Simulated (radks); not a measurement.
Values are calculated unless marked as measured or tabulated.
The mean radii <r> (bohr) of the occupied orbitals of an atom or ion are listed with their occupations. Level of theory: scalar-relativistic Kohn-Sham, LDA (Slater exchange, Perdew-Wang correlation), spin-polarised, spherical densities, finite nucleus; Fermi nuclear charge, rms radius of each element as measured or else 0.836 A^(1/3) + 0.57 fm (a radial shooting solver on a logarithmic mesh with Libxc functionals).

| orbital | occ. | <r> |
|---|---|---|
| 1s up | 1 | 0.01868 |
| 1s down | 1 | 0.01868 |
| 2s up | 1 | 0.07901 |
| 2s down | 1 | 0.07901 |
| 2p up | 3 | 0.07058 |
| 2p down | 3 | 0.07058 |
| 3s up | 1 | 0.2050 |
| 3s down | 1 | 0.2050 |
| 3p up | 3 | 0.2050 |
| 3p down | 3 | 0.2050 |
| 3d up | 5 | 0.1857 |
| 3d down | 5 | 0.1857 |
| 4s up | 1 | 0.4592 |
| 4s down | 1 | 0.4591 |
| 4p up | 3 | 0.4882 |
| 4p down | 3 | 0.4879 |
| 4d up | 5 | 0.5236 |
| 4d down | 5 | 0.5228 |
| 5s up | 1 | 1.079 |
| 5s down | 1 | 1.074 |
| 5p up | 3 | 1.235 |
| 5p down | 1 | 1.232 |
| 4f up | 7 | 0.6308 |
| 4f down | 7 | 0.6231 |
| 5d up | 2 | 1.631 |
| 6d up | 2 | 3.876 |

Name the element and its charge. Open shells, if any, are filled with parallel spins first.

Answer. Z = 73, tantalum, charge +3: Ta3+ in [Kr] 4d10 4f14 5s2 5p4 5d2 6d2. The 1s radius gives Z: for a bare nucleus <r> = (2 gamma + 1)/(2Z) with gamma = sqrt(1 - (Z/c)^2), 0.01844 bohr for Z = 73, and screening makes it slightly larger (0.01868 here). The occupations add up to 70, and the charge is Z minus that.
